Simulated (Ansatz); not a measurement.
The same redistribution along the group Ti, Zr, Hf.

Computed with Ansatz on PBE0-D4/def2-TZVP structures; ΔE is electronic, products minus reactants. CBS: MP2 limit from def2 TZ/QZ plus the TZ coupled-cluster correction, frozen cores. Functionals use def2-TZVPP. B3LYP here is the variant with VWN-RPA as its local correlation; programs differ in this. Elements past krypton have def2 core potentials. For Br, Hf, In, Ti, Zr outer-core shells are correlated without core-valence functions, which leaves a few kJ/mol of doubt a bond. Scalar relativity is left out up to krypton. One conformer a species, not always the lowest.

| reaction | B3LYP-D4 (eV) | CCSD/CBS(def2) (eV) |
| --- | --- | --- |
| `[OH][Ti]([Cl])([Cl])[Cl]` + `[OH][In]([Br])[Br]` → `[OH][Ti]([OH])([Cl])[Cl]` + `[Cl][In]([Br])[Br]` | -0.66 | -0.70 |
| `[OH][Zr]([Cl])([Cl])[Cl]` + `[OH][In]([Br])[Br]` → `[OH][Zr]([OH])([Cl])[Cl]` + `[Cl][In]([Br])[Br]` | -0.60 | -0.61 |
| `[OH][Hf]([Cl])([Cl])[Cl]` + `[OH][In]([Br])[Br]` → `[OH][Hf]([OH])([Cl])[Cl]` + `[Cl][In]([Br])[Br]` | -0.62 | -0.62 |

Q: Give the CCSD(T)/CBS values in the same order. (An estimate is asked.)

A: The calculation gave: -0.61, -0.56, -0.57 eV.

Largest T1 diagnostic: 0.024, for `[OH][Ti]([Cl])([Cl])[Cl]`.
